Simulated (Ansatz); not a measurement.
`C=Cc1ccco1` + `N[SiH3]` → `C=C[SiH2]N` + `c1ccoc1` at 700 K and 1 bar (formal exchange of groups at a C–C bond).

Computed with Ansatz on PBE0-D4/def2-TZVP structures; ΔE is electronic, products minus reactants. CCSD(T)/CBS adds triple-zeta CCSD(T) − MP2 to the extrapolated MP2 energy (def2 sets, frozen cores). This one scheme is used for every species. One conformer a species, not always the lowest.

```tsv
species	CCSD(T)/CBS energy (Eh)	H − E (kJ/mol)	S (J/(mol·K))
`C=Cc1ccco1`	-307.05264	352.1	447.6
`N[SiH3]`	-346.80422	180.7	336.3
`C=C[SiH2]N`	-424.10479	299.3	439.7
`c1ccoc1`	-229.75407	238.3	349.6
```

H − E and S are ideal-gas, rigid-rotor, harmonic terms from PBE0-D4/def2-TZVP, for one conformer and one mirror image of each species. 1 Eh = 2625.50 kJ/mol, R = 8.31446 J/(mol·K).

**Question.** By hand: ΔE, ΔH, ΔS and ΔG.

**Answer.** ΔE = (-424.10479) + (-229.75407) − (-307.05264) − (-346.80422) = -0.00200 Eh = -5.3 kJ/mol. Δ(H − E) = 299.3 + 238.3 − 352.1 − 180.7 = 4.8, so ΔH = -0.5 kJ/mol. ΔS = 439.7 + 349.6 − 447.6 − 336.3 = 5.4 J/(mol·K). ΔG = -0.5 − 700 × (5.4)/1000 = -4.3 kJ/mol.

**Question.** By hand: the equilibrium constant, and the temperature at which ΔG would vanish if ΔH and ΔS stayed fixed.

**Answer.** log₁₀ K = −ΔG/(RT ln 10) = 0.3. ΔH and −TΔS have one sign here, so there is no such temperature. One of them is within its doubt of zero, so this could turn.

TΔS isn't small against ΔH here. The sign of ΔG lies within the doubt. A doubt of 5 kJ/mol in ΔE shifts log₁₀ K by 0.4 here. Other conformers and mirror images would add mixing entropy, several J/(mol·K) or more a flexible species. These are equilibria of isolated gas molecules and say nothing of rates. Largest T1 diagnostic: 0.013 (customary marks: 0.02 for closed shells, 0.045 for open ones).
